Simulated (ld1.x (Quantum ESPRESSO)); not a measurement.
Reading a pseudo-wave (Ne)

Columns: radius, all-electron u(r) and pseudo u(r) of the 2p shell (level -22.51 eV) of neon in the configuration [He] 2s2 2p5.5; LDA (PZ), non-relativistic, RRKJ scheme, ld1.x (Quantum ESPRESSO) 7.5.

```tsv
r (bohr)	all-electron	pseudo
0.047	0.0523	0.0234
0.095	0.1707	0.0930
0.142	0.3093	0.1980
0.190	0.4508	0.3312
0.237	0.5776	0.4737
0.285	0.6895	0.6175
0.332	0.7800	0.7451
0.380	0.8531	0.8532
0.427	0.9071	0.9328
0.475	0.9461	0.9866
0.522	0.9707	1.0148
0.570	0.9838	1.0235
0.617	0.9869	1.0176
0.665	0.9820	1.0022
0.712	0.9707	0.9820
0.760	0.9539	0.9589
0.807	0.9335	0.9350
0.855	0.9095	0.9097
0.902	0.8837	0.8837
0.950	0.8557	0.8557
0.997	0.8272	0.8272
1.045	0.7974	0.7974
1.092	0.7679	0.7679
1.140	0.7377	0.7377
1.187	0.7084	0.7084
1.235	0.6788	0.6788
```

How many radial nodes do the two functions have?

The all-electron 2p function has n − l − 1 = 0; the pseudo-wave has 0.

At about which radius was the pseudo-wave matched?

0.90 bohr, where the columns begin to agree (steps of 0.05 bohr).

Is the pseudo-wave norm-conserving?

Yes: the RRKJ scheme keeps the norm inside the radius equal to the all-electron one, which fixes the energy derivative of the logarithmic derivative at the level.
